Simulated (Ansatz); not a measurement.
**Which method gave which barrier?**

Saddle point of SiN2H10O, singlet (SiH₄O ([OH][SiH3]) + NH₃ + NH₃ → SiNH₅ ([NH2][SiH3]) + H₂O + NH₃; bonds formed: Si1–N7, O2–H8, H6–N9; bonds broken: Si1–O2, H6–N7, H8–N9), PBE0-D4/def2-TZVP structure:

```
atom    x (Å)    y (Å)    z (Å)
 Si1   0.5028   1.2000  -0.1456
  O2   0.2637   0.4683   1.5215
  H3   0.7374   2.6768  -0.3328
  H4   2.0035   0.8476   0.0576
  H5  -1.0442   1.3146  -0.1158
  H6  -0.5985  -1.2268  -0.3690
  N7   0.3731   0.0421  -1.5015
  H8  -0.4149  -0.5551   1.2108
  N9  -1.0078  -1.4265   0.5711
 H10   1.1380   0.2315   1.8544
 H11  -0.3488   0.2524  -2.1798
 H12   1.2351  -0.1975  -1.9740
 H13  -0.8355  -2.3840   0.8522
 H14  -2.0040  -1.2434   0.5509
```

Program: Ansatz 0.2.0. Basis: def2-TZVPP, with def2-QZVPP for the basis limit. Cores are frozen in the correlated methods. Extrapolation: Hartree–Fock as exp(−7.88 √X), correlation as X^−2.97. Four methods, as single points on the PBE0-D4 structures, gave these electronic barriers from the start structure: 22.39, 24.97, 31.37, 43.39 kcal/mol.

Problem. The methods were, in alphabetical order, BHLYP-D4, HF, PBE-D4, PBE0-D4. Which gave which? (Judge from chemistry; the calculation decides.)

Solution. By the calculation: PBE-D4 22.39; PBE0-D4 24.97; BHLYP-D4 31.37; HF 43.39 kcal/mol. For comparison, CCSD(T) at an estimated basis limit (MP2 extrapolated from triple and quadruple zeta, plus CCSD(T) − MP2 in triple zeta) gives 29.19 kcal/mol.

The T1 diagnostic stays at or below 0.011.

Labels in which every atom is bracketed show which atoms are joined, not bond orders.

For scale, one of the runs: CCSD(T)/def2-TZVPP, 275 basis functions, launched by `ansatz run in.yaml --threads 8 --pin off --events-out ev --progress --plain --max-ram 19148MiB`. The run took 68 s on 8 CPU threads of a Oxide Virtual Turin-like (shared host), with 7.7 GiB of host memory at its peak.
